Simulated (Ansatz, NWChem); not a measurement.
# How methods differ on Si2H4F2 (SMILES F[SiH2][SiH2]F)

The species is Si2H4F2 (8 atoms), meant as a singlet with charge 0. SMILES: `F[SiH2][SiH2]F`. Geometry: relaxed at PBE0-D4/def2-TZVP. This is one conformer, not always the lowest.

Each level gives the electronic atomisation energy (eV). The values are calculated. Electronic energies at fixed atoms, without zero-point motion or spin-orbit coupling.

```json
{"level": "HF/6-31G* (spherical functions)", "kind": "Hartree–Fock", "program": "NWChem", "value (eV)": "20.65"}
{"level": "SVWN5/6-31G* (spherical functions)", "kind": "LDA", "program": "Ansatz", "value (eV)": "30.86"}
{"level": "PBE/6-31G* (spherical functions)", "kind": "GGA", "program": "Ansatz", "value (eV)": "27.37"}
{"level": "PBE0/6-31G* (spherical functions)", "kind": "global hybrid", "program": "Ansatz", "value (eV)": "26.90"}
{"level": "r2SCAN0/6-31G* (spherical functions)", "kind": "hybrid meta-GGA", "program": "Ansatz", "value (eV)": "26.91"}
{"level": "CAM-B3LYP/6-31G* (spherical functions)", "kind": "range-separated hybrid", "program": "Ansatz", "value (eV)": "27.51"}
{"level": "PBE-QIDH/6-31G* (spherical functions)", "kind": "double hybrid", "program": "Ansatz", "value (eV)": "26.34"}
{"level": "RPA@PBE0/6-31G* (spherical functions)", "kind": "RPA", "program": "Ansatz", "value (eV)": "24.56"}
{"level": "MP2/6-31G* (spherical functions)", "kind": "perturbation theory", "program": "Ansatz", "value (eV)": "25.35"}
{"level": "CCSD/6-31G* (spherical functions)", "kind": "coupled cluster or CI", "program": "Ansatz", "value (eV)": "24.77"}
```

Correlated wave functions underbind in double-zeta sets. The values span 20.65 to 30.86 eV.
